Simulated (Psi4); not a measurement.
Psi4 input (wB97X-D/6-31G*):

```
memory 1500 MB

molecule {
0 2
Si    2.11270100    0.01127200    0.07580500
C     0.25507000    0.01881200    0.00139200
C    -0.58221900   -0.96502200    0.40683200
C    -2.01719100   -0.57488400    0.17846200
C    -1.91668900    0.80720400   -0.43224800
C    -0.61777900    1.07680200   -0.50243900
H     2.69121700    0.15632800   -1.28073700
H     2.60737500    1.13091700    0.91104100
H     2.55297800   -1.27458000    0.66441000
H    -0.28635500   -1.91134400    0.83893800
H    -2.52510700   -1.28021300   -0.48972700
H    -2.58650600   -0.56650500    1.11534800
H    -2.75858100    1.41010700   -0.73253800
symmetry c1
no_reorient
no_com
}

set {
  basis 6-31G*
  reference uks
  scf_type pk
  dft_radial_points 99
  dft_spherical_points 590
  e_convergence 1e-8
  d_convergence 1e-7
  maxiter 150
}

e = energy('wb97x-d')
print_out(f'\nFINAL {e:.10f} DIPOLE {variable("CURRENT DIPOLE")[0]:.6f} {variable("CURRENT DIPOLE")[1]:.6f} {variable("CURRENT DIPOLE")[2]:.6f}\n')
```

From the output:

```
              A
    DOCC [    25 ]
    SOCC [     1 ]
    NA   [    26 ]
    NB   [    25 ]

  @UKS Final Energy:  -484.01564343309087

   => Energetics <=

    Nuclear Repulsion Energy =            252.1453956239133163
    One-Electron Energy =               -1162.2128342160501688
    Two-Electron Energy =                 461.4672658146972708
    DFT Exchange-Correlation Energy =     -35.4101861737834014
    Empirical Dispersion Energy =          -0.0052844818679075
    VV10 Nonlocal Energy =                  0.0000000000000000
    Total Energy =                       -484.0156434330908723

  UHF NO Occupations:
  HONO-2 :   24  A 1.9993461
  HONO-1 :   25  A 1.9937362
  HONO-0 :   26  A 1.0000000
  LUNO+0 :   27  A 0.0062638
  LUNO+1 :   28  A 0.0006539
  LUNO+2 :   29  A 0.0002273
  LUNO+3 :   30  A 0.0002087

Computation Completed

Properties will be evaluated at   0.000000,   0.000000,   0.000000 [a0]

Properties computed using the SCF density matrix

 Multipole Moments:

 ------------------------------------------------------------------------------------
     Multipole            Electronic (a.u.)      Nuclear  (a.u.)        Total (a.u.)
 ------------------------------------------------------------------------------------

 L = 1.  Multiply by 2.5417464519 to convert [e a0] to [Debye]
 Dipole X            :         -0.5289878           -0.0000246           -0.5290124
 Dipole Y            :         -0.4479350           -0.0000189           -0.4479539
 Dipole Z            :          0.1789516           -0.0000019            0.1789497
 Magnitude           :                                                    0.7159189

 ------------------------------------------------------------------------------------

FINAL -484.0156434331 DIPOLE -0.529012 -0.447954 0.178950

*** Psi4 exiting successfully. Buy a developer a beer!
```

The geometry given is a B3LYP-D3(BJ)/def2-TZVP minimum.
